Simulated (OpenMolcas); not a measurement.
# Exact exchange and the HOMO–LUMO gap of GaH2OF

GaH2OF: 5 atoms, total charge 0, spin state singlet. As SMILES, `[OH][GaH][F]`. Geometry: relaxed at PBE0-D4/def2-TZVP. This is one conformer, not always the lowest.

The HOMO–LUMO gap y, in eV, basis cc-pVDZ; a is the functional's share of exact exchange. Programs: OpenMolcas 26.06.

```
functional     program     a  y (eV)
    revPBE  OpenMolcas     0    5.87
      TPSS  OpenMolcas     0    6.11
     B3LYP  OpenMolcas   0.2       ?
      PBE0  OpenMolcas  0.25    8.33
     BHLYP  OpenMolcas   0.5   10.57
```

Task: Fit y = c + s·a to the known rows and predict B3LYP.

Result: 
1. Means of the 4 rows: a = 0.1875, y = 7.720.
2. Σ(Δa)² = 0.17188, Σ(Δa·Δy) = 1.5775, so the slope is 1.5775/0.17188 = 9.1779.
3. Intercept: 7.720 − (9.1779) × 0.1875 = 5.999. The largest residual of the fit is 0.13.
4. B3LYP: 5.999 + (9.1779) × 0.2 = 7.83 eV.

The run gave 7.72 eV, so the prediction is off by +0.11 eV, within the largest residual. Exact exchange lowers occupied levels and raises empty ones. The rows mix families of semi-local functionals, which the line can't see.
